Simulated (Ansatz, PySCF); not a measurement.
System: BaF$_{2}$ (charge 0, singlet). 
Structure (B3LYP-D3(BJ)/def2-TZVP (Ansatz, a program for electronic structure) minimum search):
```
Ba
F 1 2.2273
F 1 2.2273 2 120.58
```

Property: atomisation energy (electronic, to ground-state atoms), in eV. Valence correlation only, unless marked. Open shells are spin-unrestricted. No spin-orbit coupling. Frozen are the shells of the preceding noble gas and the d and f shells that filled before the atom's block. The outer core of K, Ca and their heavier congeners is not correlated, a term that matters for these elements. In def2 rows, elements after Kr have scalar-relativistic effective core potentials. CBS(X,Y): correlation extrapolated as X^-3; Hartree-Fock from the larger set. [CCSD(T)-MP2]/basis is that difference in the basis named.

```
level                                                                 program  atomisation energy (eV)  rough core time
-------------------------------------------------------------  --------------  -----------------------  ---------------
HF/def2-TZVPPD                                                         Ansatz                     8.51                -
HF-D4/def2-TZVPD                                                PySCF + dftd4                     8.52                -
PBE0-D3(BJ)/def2-TZVP                                          Ansatz + dftd3                    11.81       under 20 s
TPSSh/def2-TZVPD                                                        PySCF                    11.93                -
PW6B95-D3(BJ)/def2-TZVPD                                        PySCF + dftd3                    11.83                -
wB97X/def2-TZVPD                                                       Ansatz                    12.12       under 20 s
B2PLYP/def2-TZVPD                                                      Ansatz                    12.03       under 20 s
RPA@PBE/def2-TZVPP                                                     Ansatz                    10.34       under 20 s
RPA@PBE/def2-QZVPP                                                     Ansatz                    10.73       under 20 s
MP2/def2-QZVPP                                                         Ansatz                    12.71                -
MP2/CBS(def2-TZVPPD,def2-QZVPPD)                                       Ansatz                    12.85                -
RI-MP2/CBS(def2-TZVPPD,def2-QZVPPD)                                    Ansatz                    12.85       under 20 s
RI-MP2/CBS(def2-TZVPP,def2-QZVPP)+[CCSD(T)-MP2]/def2-SVP               Ansatz                    12.11       under 20 s
RI-MP2/CBS(def2-TZVPPD,def2-QZVPPD)+[CCSD(T)-MP2]/def2-QZVPPD          Ansatz                    12.02             30 s
```

Core times are rough, on shared machines, summed over the molecules involved; a dash marks a level read off another run, or run on other hardware, by another program or under a memory cap.
